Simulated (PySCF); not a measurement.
C₄H₃S, doublet (typed; the unrestricted solution is spin-contaminated), geometry from GFN2-xTB; MP2/STO-3G in PySCF.

Here is a job for PySCF.
```python
from pyscf import gto, scf, mp

mol = gto.M(
    atom='''
C     0.41047637   -1.39328892   -0.18344938
C     1.23247863   -0.35476814   -0.15707414
S     0.28150493    1.10974650    0.08658406
C    -1.17618315    0.18464828    0.13407073
C    -0.96017171   -1.14882389   -0.02420000
H     2.29379584   -0.27638475   -0.25285561
H    -2.10966106    0.69299398    0.27768379
H    -1.72781451   -1.89915720   -0.02625646
''',
    basis='sto-3g',
    spin=1,
    verbose=4,
)

mf = scf.UHF(mol)
mf.kernel()

pt = mp.MP2(mf)
pt.kernel()
print('E(MP2) = %.10f' % pt.e_tot)
```

Task: Write the output that PySCF gives for this input, abridged.

Result: 
```
PySCF version 2.14.0

[INPUT] verbose = 4
[INPUT] num. atoms = 8
[INPUT] num. electrons = 43
[INPUT] charge = 0
[INPUT] spin (= nelec alpha-beta = 2S) = 1
[INPUT] symmetry False subgroup None
[INPUT] Mole.unit = angstrom
[INPUT] Symbol           X                Y                Z      unit          X                Y                Z       unit  Magmom
[...]
nuclear repulsion = 193.340532922831
number of shells = 20
number of NR pGTOs = 96
number of NR cGTOs = 32
basis = sto-3g
ecp = {}

******** <class 'pyscf.scf.uhf.UHF'> ********
method = UHF
initial guess = minao
damping factor = 0
level_shift factor = 0
DIIS = <class 'pyscf.scf.diis.CDIIS'>
diis_start_cycle = 1
diis_space = 8
diis_damp = 0
SCF conv_tol = 1e-09
SCF conv_tol_grad = None
SCF max_cycles = 50
direct_scf = True
direct_scf_tol = 1e-13
number electrons alpha = 22  beta = 21
Set gradient conv threshold to 3.16228e-05
init E= -545.724648252556

cycle= 1 E= -544.370073763502  delta_E= 1.35  |g|= 0.217  |ddm|= 2.96
cycle= 2 E= -544.420050216982  delta_E= -0.05  |g|= 0.0837  |ddm|= 0.445
cycle= 3 E= -544.427929836691  delta_E= -0.00788  |g|= 0.0383  |ddm|= 0.177
cycle= 4 E= -544.430312407091  delta_E= -0.00238  |g|= 0.0198  |ddm|= 0.0873
cycle= 5 E= -544.43142250042  delta_E= -0.00111  |g|= 0.0175  |ddm|= 0.0528
cycle= 6 E= -544.432566562956  delta_E= -0.00114  |g|= 0.0172  |ddm|= 0.0552
cycle= 7 E= -544.432374967547  delta_E= 0.000192  |g|= 0.0171  |ddm|= 0.00918
cycle= 8 E= -544.429777078277  delta_E= 0.0026  |g|= 0.0144  |ddm|= 0.144
cycle= 9 E= -544.428333117111  delta_E= 0.00144  |g|= 0.0104  |ddm|= 0.158
cycle= 10 E= -544.427899188315  delta_E= 0.000434  |g|= 0.00702  |ddm|= 0.115
cycle= 11 E= -544.427126479925  delta_E= 0.000773  |g|= 0.00503  |ddm|= 0.205
cycle= 12 E= -544.426699363183  delta_E= 0.000427  |g|= 0.006  |ddm|= 0.106
cycle= 13 E= -544.426635455846  delta_E= 6.39e-05  |g|= 0.00576  |ddm|= 0.0252
cycle= 14 E= -544.426609641358  delta_E= 2.58e-05  |g|= 0.00567  |ddm|= 0.00611
cycle= 15 E= -544.426248798291  delta_E= 0.000361  |g|= 0.00696  |ddm|= 0.0725
cycle= 16 E= -544.428300088792  delta_E= -0.00205  |g|= 0.00642  |ddm|= 0.433
cycle= 17 E= -544.427791940136  delta_E= 0.000508  |g|= 0.00493  |ddm|= 0.0855
cycle= 18 E= -544.427053924058  delta_E= 0.000738  |g|= 0.00353  |ddm|= 0.176
cycle= 19 E= -544.426211361174  delta_E= 0.000843  |g|= 0.00551  |ddm|= 0.194
cycle= 20 E= -544.42664951875  delta_E= -0.000438  |g|= 0.00392  |ddm|= 0.0861
[...]
cycle= 29 E= -544.42803388917  delta_E= 0.00269  |g|= 0.00571  |ddm|= 0.291
cycle= 30 E= -544.427201941973  delta_E= 0.000832  |g|= 0.00344  |ddm|= 0.18
cycle= 31 E= -544.426541917655  delta_E= 0.00066  |g|= 0.00397  |ddm|= 0.174
cycle= 32 E= -544.427132458893  delta_E= -0.000591  |g|= 0.00321  |ddm|= 0.153
cycle= 33 E= -544.427193901944  delta_E= -6.14e-05  |g|= 0.00328  |ddm|= 0.0169
cycle= 34 E= -544.427241435992  delta_E= -4.75e-05  |g|= 0.00334  |ddm|= 0.013
cycle= 35 E= -544.42714746492  delta_E= 9.4e-05  |g|= 0.00319  |ddm|= 0.026
cycle= 36 E= -544.427182936734  delta_E= -3.55e-05  |g|= 0.0032  |ddm|= 0.00967
cycle= 37 E= -544.427373869175  delta_E= -0.000191  |g|= 0.00365  |ddm|= 0.0508
cycle= 38 E= -544.427271603512  delta_E= 0.000102  |g|= 0.0033  |ddm|= 0.0271
cycle= 39 E= -544.427122039963  delta_E= 0.00015  |g|= 0.00315  |ddm|= 0.0404
cycle= 40 E= -544.421216092217  delta_E= 0.00591  |g|= 0.0231  |ddm|= 0.551
cycle= 41 E= -544.426364308532  delta_E= -0.00515  |g|= 0.0046  |ddm|= 0.369
cycle= 42 E= -544.426359561776  delta_E= 4.75e-06  |g|= 0.00462  |ddm|= 0.00107
cycle= 43 E= -544.426634100977  delta_E= -0.000275  |g|= 0.00371  |ddm|= 0.0571
cycle= 44 E= -544.426966305662  delta_E= -0.000332  |g|= 0.00306  |ddm|= 0.0857
cycle= 45 E= -544.427009323122  delta_E= -4.3e-05  |g|= 0.00304  |ddm|= 0.012
cycle= 46 E= -544.427115812225  delta_E= -0.000106  |g|= 0.00305  |ddm|= 0.0297
cycle= 47 E= -544.427101263964  delta_E= 1.45e-05  |g|= 0.00305  |ddm|= 0.00401
cycle= 48 E= -544.428022911731  delta_E= -0.000922  |g|= 0.00529  |ddm|= 0.205
cycle= 49 E= -544.426960519442  delta_E= 0.00106  |g|= 0.00313  |ddm|= 0.243
cycle= 50 E= -544.427158663644  delta_E= -0.000198  |g|= 0.00319  |ddm|= 0.0554
SCF not converged.
SCF energy = -544.427158663644 after 50 cycles  <S^2> = 0.93398472  2S+1 = 2.1762212

******** <class 'pyscf.mp.ump2.UMP2'> ********
nocc = (np.int64(22), np.int64(21)), nmo = (32, 32)
Init E(MP2) = -0.240861171397103
cycle = 1  E_corr(MP2) = -0.240881229515529  dE = -2.00581184e-05  norm(t2) = 0.000322027
cycle = 2  E_corr(MP2) = -0.240881346862157  dE = -1.17346628e-07  norm(t2) = 5.03433e-07
cycle = 3  E_corr(MP2) = -0.240881346960097  dE = -9.79402948e-11  norm(t2) = 9.65516e-10
E(UMP2) = -544.668040010604  E_corr = -0.240881346960097
E(SCS-UMP2) = -544.673625731114  E_corr = -0.246467067470377
E_corr(same-spin) = -0.0491429410173915
E_corr(oppo-spin) = -0.191738405942706
E(MP2) = -544.6680400106
```

The run did not converge; its last values are not results.
